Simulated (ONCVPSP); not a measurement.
indium ONCV: all-electron and pseudo phase curves

In (Z = 49), optimised norm-conserving Vanderbilt (ONCV), made with ONCVPSP 4.0.1 (PBE, scalar-relativistic). Core [Kr] 4d10, reference 5s2 5p1. Waves: 5s: rc 2.05 bohr, ncon 4, nbas 8, qcut 3.3 1/bohr, local; 5p: rc 3.15 bohr, ncon 4, nbas 8, qcut 3 1/bohr, 3 projectors, debl 2.2 Ha; d scattering state at 0.13 Ha: rc 3.05 bohr, ncon 3, nbas 7, qcut 3.1 1/bohr, 2 projectors, debl 3.1 Ha. Local part: the s channel. Core correction: polynomial model core, fcfact 0.45.

The phase is arctan(r·R′/R) of the radial function R(r), unwrapped; energies in Ha, scanned from -2 to 5 Ha. A pole is an energy at which the radial function vanishes at the test radius. The pseudo phase is shifted by a multiple of π to meet the all-electron one at the reference energy, and phase errors are pseudo minus all-electron; the curves can meet again beyond the range given. Levels narrower than the energy grid can be missing from the lists of poles.

```csv
channel,radius (bohr),reference energy (Ha),"poles, all-electron","poles, pseudo",unbroken range about the reference energy with phases within 0.05 rad,phase error 1 Ha above the reference energy (rad)
s,2.08,-0.30,1.79,1.60,below 2.3,-0.009
p,3.21,-0.09,"0.45, 3.09","0.45, 3.08",below 4.7,-0.001
d,3.09,0.13,"-0.67, 1.41, 4.44","1.27, 4.28",-0.4 to 1.8,-0.035
```

Phases in the p channel:

| E (Ha) | all-electron | pseudo |
| --- | --- | --- |
| -1.98 | 1.372 | 1.372 |
| -1.62 | 1.342 | 1.342 |
| -1.26 | 1.294 | 1.294 |
| -0.90 | 1.203 | 1.202 |
| -0.54 | 0.939 | 0.939 |
| -0.18 | -0.530 | -0.530 |
| 0.18 | -1.403 | -1.404 |
| 0.54 | -1.610 | -1.610 |
| 0.90 | -1.773 | -1.774 |
| 1.26 | -2.195 | -2.198 |
| 1.62 | -4.013 | -4.014 |
| 1.98 | -4.478 | -4.478 |
| 2.34 | -4.601 | -4.601 |
| 2.70 | -4.664 | -4.664 |
| 3.06 | -4.709 | -4.710 |
| 3.42 | -4.750 | -4.751 |
| 3.78 | -4.799 | -4.799 |
| 4.14 | -4.878 | -4.878 |
| 4.50 | -5.098 | -5.099 |
| 4.86 | -6.746 | -6.844 |
